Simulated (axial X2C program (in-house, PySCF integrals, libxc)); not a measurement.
# Ionising the radicals of a process plasma

All values come from calculations with an in-house relativistic program for diatomic molecules, spin-free (one-electron X2C) or two-component (2c: spin–orbit coupling with atomic mean-field Coulomb and Gaunt terms, which also bring small scalar terms), in Dyall basis sets with cores contracted in-house; open shells are unrestricted.

Level PBE0, spin-free. Basis sets: B dyall-v3z, Br dyall-cv3z, C dyall-v3z, Co dyall-cv3z, Cu dyall-cv3z, F dyall-av3z, Ge dyall-cv3z, H dyall-v3z, O dyall-av3z, Se dyall-cv3z, Si dyall-v3z, Ta dyall-cv3z, Zr dyall-cv3z.

```tsv
species	state	ion state	adiabatic IE with zero-point terms (eV)	D0 (eV)	D0 of the ion (eV)
ZrSe	M_S = 1, Λ = 2	M_S = 1/2, Λ = 2	6.93	n/a	n/a
TaH	M_S = 2, Λ = 2	M_S = 3/2, Λ = 0	7.21	n/a	n/a
SiBr	M_S = 1/2, Λ = 1	M_S = 0, Λ = 0	7.32	3.80	4.68
CuB	M_S = 0, Λ = 0	M_S = 1/2, Λ = 0	7.53	2.30	2.72
CoSe	M_S = 3/2, Λ = 2	M_S = 2, Λ = 2	8.01	n/a	n/a
CoC	M_S = 1/2, Λ = 2	M_S = 1, Λ = 2	8.17	n/a	n/a
SiC	M_S = 1, Λ = 1	M_S = 3/2, Λ = 0	8.70	4.21	3.72
GeO	M_S = 0, Λ = 0	M_S = 1/2, Λ = 1	10.88	6.53	3.57
HF	M_S = 0, Λ = 0	M_S = 1/2, Λ = 1	16.04	5.67	3.26
```

Question: Which of these can a metastable argon atom (³P2, 11.55 eV, NIST) ionise on energy grounds?

Answer: At PBE0, spin-free, IE lies below 11.55 eV for ZrSe, TaH, SiBr, CuB, CoSe, CoC, SiC, GeO.

Question: Which of these can a metastable xenon atom (³P2, 8.32 eV, NIST) ionise on energy grounds?

Answer: At PBE0, spin-free, IE lies below 8.32 eV for ZrSe, TaH, SiBr, CuB, CoSe, CoC. Within the error of the method (some tenths of an eV) the answer is open for CoSe, CoC.

Question: Give the threshold for dissociative ionisation to the lowest fragments, IE + D0(ion).

Answer: At PBE0, spin-free: SiBr → Br + Si+: 12.00 eV; CuB → Cu+ + B: 10.25 eV; SiC → Si+ + C: 12.42 eV; GeO → Ge+ + O: 14.45 eV; HF → F + H+: 19.30 eV.

Each entry is the lowest single determinant of a limited PBE0 search at one distance. De goes to single-determinant-based atoms at the same level (for ions the charge split of lowest energy) and is withheld (n/a) where an atom does not fit its ground term or J level. Main or longest-lived isotopes. One determinant is a doubtful description, or other states lie close, for ZrSe, ZrSe⁺, TaH, TaH⁺, CoSe, CoSe⁺, CoC, CoC⁺, SiC, GeO⁺; these need not be ground states, and all values refer to the states named. The functionals have no current term, which raises determinants with orbital currents. These values were not checked against measured ones; errors of some tenths of an eV are usual, and D0 of doubtful transition-metal species is not given. Spin-free thresholds lack the spin–orbit lowering of heavy atomic ions, up to half an eV for Sn⁺ or Sb⁺.
